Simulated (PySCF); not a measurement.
Isomers of C5H9FOSi. Theory: PySCF 2.14.0, density-fitted response routines, TDDFT CAM-B3LYP/def2-SVPD, vertical, gas phase, core orbitals frozen in the response. Geometries: GFN2-xTB; one conformer of each isolated species. Triplets are in the Tamm–Dancoff approximation.

A. `C#C[C@@](F)(CC)[SiH2]O`
B. `CCOC1=C[C@H](F)[SiH2]1`
C. `C(F)[C@@H]1[Si@@H](C=CO1)C`

Lowest singlet levels (six at most, fewer where fewer were computed) with oscillator strengths:

1. 6.16 eV (f 0.010); 6.50 eV (f 0.104); 6.82 eV (f 0.012); 6.91 eV (f 0.008); 7.21 eV (f 0.118); 7.30 eV (f 0.008); T1 4.35 eV
2. 6.12 eV (f 0.154); 6.47 eV (f 0.010); 6.78 eV (f 0.017); 7.04 eV (f 0.005); 7.12 eV (f 0.010); 7.45 eV (f 0.005); T1 4.12 eV
3. 5.78 eV (f 0.007); 6.60 eV (f 0.002); 6.95 eV (f 0.019); 7.21 eV (f 0.000); 7.47 eV (f 0.014); 7.84 eV (f 0.013); T1 5.20 eV

Question: Match each spectrum to its molecule.

Answer: 1 = B, 2 = C, 3 = A.
- A: S1 at 5.78 eV, HOMO→LUMO (51%), HOMO→LUMO+1 (23%), HOMO→LUMO+2 (12%); Löwdin shares by element: HOMO carbon 63% or more, silicon 10% (atoms not listed hold the other 27%); LUMO silicon 21%, oxygen 16%, carbon 11% or more, fluorine 10% (atoms not listed hold the other 43%); HOMO -8.98 and LUMO 0.60 eV.
- B: S1 at 6.16 eV, HOMO→LUMO (95%); Löwdin shares by element: HOMO carbon 57% or more, oxygen 23% (atoms not listed hold the other 20%); LUMO silicon 37%, hydrogen 24% or more, carbon 11% or more (atoms not listed hold the other 28%); HOMO -8.40 and LUMO 0.83 eV.
- C: S1 at 6.12 eV, HOMO→LUMO (82%), HOMO→LUMO+1 (10%); Löwdin shares by element: HOMO carbon 54% or more, oxygen 25%, silicon 6% (atoms not listed hold the other 16%); LUMO carbon 44% or more, silicon 16% (atoms not listed hold the other 41%); HOMO -8.12 and LUMO 1.02 eV.
B and C have S1 within 0.04 eV of each other; their strongest listed levels stand at 7.21 eV (f 0.118) and 6.12 eV (f 0.154).
